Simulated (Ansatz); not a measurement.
Frontier orbitals of C₃H₈BF (`CCB(C)F`).

Charge 0, multiplicity 1. The geometry is a stationary point of PBE0-D4/def2-TZVP. It is one conformer, not always the lowest. Basis def2-TZVPP, Ansatz 0.2.0.

```tsv
functional	HOMO (eV)	LUMO (eV)	gap (eV)
PBE	-6.90	-0.94	5.96
BLYP	-6.84	-0.82	6.02
r2SCAN	-7.20	-0.51	6.69
PBE0	-8.37	0.11	8.48
r2SCANh	-7.74	-0.16	7.58
HSE06 (plane-wave form)	-7.96	-0.28	7.68
ωB97X-V	-10.82	2.38	13.20
ωB97M-V	-10.69	1.96	12.65
```

A quarter of exact exchange (PBE0) shifts PBE's HOMO by −1.47 eV and its LUMO by +1.05 eV; full exchange at long range (ωB97M-V) shifts them by −3.79 and +2.90 eV. The gap opens from 5.96 to 12.66 eV, since occupied levels lose self-interaction and empty ones feel all the electrons. A positive LUMO is unbound and depends on the basis.
